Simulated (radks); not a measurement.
Results of a calculation; reference values are marked as such.
Coulomb parameter of the 4d shell of the silver ion Ag3+ in the model configuration [Kr] 4d6.5 5p1.5, as a second difference U = [E(n + 0.25) + E(n - 0.25) - 2 E(n)] / (0.25)^2 with all orbitals relaxed. "Bare": the charge of the atom changes with n. "Screened": the 5p shell takes up the change at fixed total charge, which measures U(4d,4d) + U(5p,5p) - 2 U(4d,5p). Code: a radial shooting solver on a logarithmic mesh with Libxc functionals. Model: scalar-relativistic Kohn-Sham, PBE, spin-unpolarised, spherical densities, finite nucleus; Fermi nuclear charge, rms radius 4.5454 fm. Estimate both.

Answer. U(bare) = 15.892 eV, U(screened by 5p) = 3.555 eV, against the Slater integral F0(4d,4d) = 20.591 eV with frozen orbitals.
